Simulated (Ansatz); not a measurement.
A nudged elastic band was laid between two geometries of C₂H₅AlBClO (11 atoms, charge 0, multiplicity 1).

Level of theory: RKS PBE0/def2-SVP (Ansatz 0.2.0).

```json
{
  "movable images": "7",
  "climbing image": "yes",
  "spring": "5.0 eV/Å²",
  "optimiser": "quadratic models (default)",
  "start path": "through a guess of the saddle point",
  "force threshold": "0.05 eV/Å",
  "iteration limit": "60",
  "end points": "relaxed"
}
```

Image 0:

```xyz
11
Properties=species:S:1:pos:R:3
C 0.895 -0.756 -0.687
C 0.823 -0.508 0.789
Cl 2.149 -1.353 1.596
B -0.100 0.262 1.606
Al -1.328 0.988 0.182
O -2.244 1.523 -1.090
H 0.812 -1.830 -0.924
H 0.085 -0.244 -1.251
H 1.849 -0.402 -1.115
H -0.169 0.465 2.788
H -2.706 1.797 -1.874
```

Image 8:

```xyz
11
Properties=species:S:1:pos:R:3
C 1.534 -1.299 -1.154
C 0.530 -0.465 -0.460
Cl 0.761 -0.324 1.339
B -0.627 0.327 -0.663
Al -2.404 1.632 -0.516
O -1.817 1.561 1.486
H 1.530 -2.339 -0.785
H 1.307 -1.319 -2.230
H 2.556 -0.903 -1.027
H -2.260 2.009 2.215
H -1.045 1.062 1.816
```

(1) Which bonds break or form, and what moves?

(2) Give the energies along the band, and the barrier.

(3) What is the geometry of the highest image?

## Answers

(1) Bonds broken: B4–H10. Bonds formed: O6–H10.

(2) The forces met the threshold. The highest image is number 5 of 0 to 8, 2.80 eV above the first end and 0.52 eV above the last; the last end lies 2.28 eV above the first. The profile has 2 maxima (images 5, 7) with wells between them (image 6): this band takes more than one step, which may be the mechanism or a detour left from its start path. Neighbouring images differ by up to 2.2 eV, so the band resolves the path poorly. A vibrational analysis at the climbing image gives one clearly imaginary mode, 1342i cm⁻¹: a first-order saddle point. The orbitals stay closed-shell, which can raise the energy where a bond breaks towards radicals; this wasn't checked here.

```
image  path coordinate (Å)  energy (eV)  B4–H10 (Å)  O6–H10 (Å)
    0                 0.00         0.00        1.20        4.52
    1                 1.27         0.03        1.21        4.30
    2                 2.53         0.11        1.21        3.93
    3                 3.80         0.26        1.22        3.48
    4                 5.07         0.62        1.23        2.69
    5                 6.34         2.80        1.63        1.18
    6                 8.24         2.35        2.73        0.97
    7                10.15         2.42        2.64        0.97
    8                12.05         2.28        3.71        0.96
```

(3) 
```xyz
11
Properties=species:S:1:pos:R:3:forces:R:3
C 1.348 -1.437 -0.833 0.00 0.00 0.00
C 0.887 -0.522 0.242 0.01 0.01 0.01
Cl 1.904 -0.494 1.688 -0.01 0.00 -0.01
B -0.215 0.370 0.376 0.00 0.00 -0.01
Al -1.656 1.401 -0.953 0.00 0.00 0.01
O -2.188 2.186 0.728 0.00 -0.01 -0.01
H 1.374 -2.482 -0.482 0.00 0.00 0.00
H 0.675 -1.380 -1.702 0.00 0.00 0.00
H 2.368 -1.176 -1.164 0.00 0.00 0.00
H -1.387 1.345 0.955 0.00 0.00 0.00
H -3.045 2.132 1.165 0.00 0.01 0.00
```

Run time: 10 min on 2 threads of Intel(R) Xeon(R) 6975P-C (Granite Rapids) (shared host), peak memory 0.31 GiB.
